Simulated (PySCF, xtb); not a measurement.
B(H)(F)(OEt) (C2H6BFO), SMILES CCOBF.

The structure is a stationary point at B3LYP-D3(BJ)/def2-SVP. This is a generated structure with no PubChem entry under its InChIKey; it may be hypothetical. One conformer was computed; it need not be the lowest.

Level of theory: IEF-PCM-PBE0/def2-SVP (PySCF 2.14.0).

The values are the electrostatic part of the solvation free energy, E(continuum) − E(gas) at the gas-phase geometry, in a cavity of scaled van der Waals radii (PySCF's table); cavitation and dispersion terms are not included. In vacuum the orbital gap is 9.89 eV. The dipole moment in vacuum is 1.69 D.

```
solvent         ε  ΔG(elec) (kcal/mol)  dipole (D)  gap (eV)
----------  -----  -------------------  ----------  --------
water       78.36                 -2.4        2.01      9.76
2-propanol  19.26                 -2.2        1.99      9.77
n-hexane     1.88                 -0.9        1.81      9.84
```

For comparison, GFN2-xTB/ALPB(water) (xtb, at the GFN2-xTB geometry, all terms of that model) gives -2.2 kcal/mol.
